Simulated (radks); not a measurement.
Q: These are the eigenvalues of the occupied orbitals of an atom or ion with whole-number occupations (eV). Calculated with a radial shooting solver on a logarithmic mesh with Libxc functionals: scalar-relativistic Kohn-Sham, r2SCAN, spin-unpolarised, spherical densities, finite nucleus; meta-GGA in the generalised Kohn-Sham scheme; Fermi nuclear charge, rms radius of each element as measured or else 0.836 A^(1/3) + 0.57 fm.

1s: -73950.54
2s: -12913.02
2p: -11243.71
3s: -3021.674
3p: -2529.234
3d: -1977.764
4s: -650.1037
4p: -487.8796
4d: -285.3329
5s: -101.6326
4f: -60.7104
5p: -60.3834
5d: -14.2456
6s: -13.0386

Which element is it, and in what charge state? The configuration may be excited.

A: Z = 76, osmium, charge +1: Os+ in [Xe] 4f14 5d6 6s1. The list shows which subshells hold electrons but not how many an open one holds; the 1s level, -2717.6 hartree, gives Z - s = 73.7 by -(Z - s)^2/2, which with screening and relativity narrows Z to a few neighbours, and the depths of the outer levels then fix element, charge and occupations together.
